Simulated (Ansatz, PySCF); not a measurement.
This Ansatz (a program for electronic structure) input computes a BLYP/def2-TZVPD energy:

Ansatz 0.2 input:
```yaml
crystal:
  periodic: [false, false, false]
  atoms:
    - {symbol: C, position_ang: [-1.95801932, 0.18285664, 0.38525923]}
    - {symbol: C, position_ang: [-0.69479984, 0.60548378, -0.25057466]}
    - {symbol: C, position_ang: [0.53306484, -0.12471395, -0.05151133]}
    - {symbol: O, position_ang: [0.65649707, -1.12473274, 0.63059536]}
    - {symbol: O, position_ang: [1.58427789, 0.42631052, -0.72147723]}
    - {symbol: H, position_ang: [-2.35644705, 0.97667557, 1.02777498]}
    - {symbol: H, position_ang: [-1.81268154, -0.71582245, 0.98147414]}
    - {symbol: H, position_ang: [-2.72983195, -0.00911014, -0.36896537]}
    - {symbol: H, position_ang: [-0.66378600, 1.48166985, -0.88476697]}
    - {symbol: H, position_ang: [2.35507267, -0.12779394, -0.52750141]}
basis:
  gaussian:
    orbitals: def2-TZVPD
hamiltonian:
  xc: {name: BLYP}
magnetization: {spin_polarized: true, initial_magnetization: 1}
output: {forces: true}
```

Write an input for the same energy in PySCF and say what it gives.


```python
from pyscf import gto, scf, dft

mol = gto.M(
    atom='''
    C    -1.95801932    0.18285664    0.38525923
    C    -0.69479984    0.60548378   -0.25057466
    C     0.53306484   -0.12471395   -0.05151133
    O     0.65649707   -1.12473274    0.63059536
    O     1.58427789    0.42631052   -0.72147723
    H    -2.35644705    0.97667557    1.02777498
    H    -1.81268154   -0.71582245    0.98147414
    H    -2.72983195   -0.00911014   -0.36896537
    H    -0.66378600    1.48166985   -0.88476697
    H     2.35507267   -0.12779394   -0.52750141
    ''',
    basis='def2-tzvpd',
    charge=0,
    spin=1,
    verbose=4,
)

mf = dft.UKS(mol, xc='blyp').density_fit(auxbasis='def2-universal-jkfit')
mf.grids.level = 3
mf.conv_tol = 1e-9
mf.max_cycle = 100
mf.max_memory = 1500
mf.kernel()
if not mf.converged:
    mf = mf.newton()
    mf.kernel(mf.make_rdm1())
for _ in range(2):
    mo, _, stable, _ = mf.stability(return_status=True)
    if stable:
        break
    mf.kernel(mf.make_rdm1(mo, mf.mo_occ))
mf.analyze()
```
It gives -267.78665 Eh, and Ansatz -267.78652 Eh, a difference of 0.13 mEh, from the treatment of integrals and grids.

It need not be the lowest isomer of its formula.
